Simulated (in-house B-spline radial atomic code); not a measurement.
Configurations of the copper ion Cu²⁺, with energies counted from [Ar] 3d9. Level of theory: scalar-relativistic (X2C) r2SCAN0, spin-polarised, spherical fractional occupations, exact exchange averaged over the configuration, Fermi nucleus of rms radius 3.8823 fm; calculated with a B-spline radial code for spherical atoms. Shells without spins written out take the highest spin.

Occupations are held fixed; configurations that lie above the ionisation limit could autoionise.

```json
{"configuration": "[Ar] 3d8 4f1", "E - E(ref) (eV)": "29.819", "highest orbital": "4f up", "its <r> (bohr)": "5.918"}
{"configuration": "[Ne] 3s2 3p5 3d9 4s1", "E - E(ref) (eV)": "79.974", "highest orbital": "4s up", "its <r> (bohr)": "2.179"}
{"configuration": "[Ne] 3s2 3p5 3d9 4d1", "E - E(ref) (eV)": "96.964", "highest orbital": "4d up", "its <r> (bohr)": "3.893"}
{"configuration": "[Ne] 3s2 3p5 3d9 4f1", "E - E(ref) (eV)": "101.95", "highest orbital": "4f up", "its <r> (bohr)": "5.917"}
```

(1) Order these further configurations by energy, lowest first.
A. [Ne] 3s2 3p5 3d9 4p1
B. [Ne] 3s2 3p5 3d10
C. [Ar] 3d8 4d1
D. [Ar] 3d8 4p1
E. [Ar] 3d8 4s1

## Answers

(1) E (7.9588 eV), D (15.758 eV), C (24.87 eV), B (71.59 eV), A (87.81 eV).
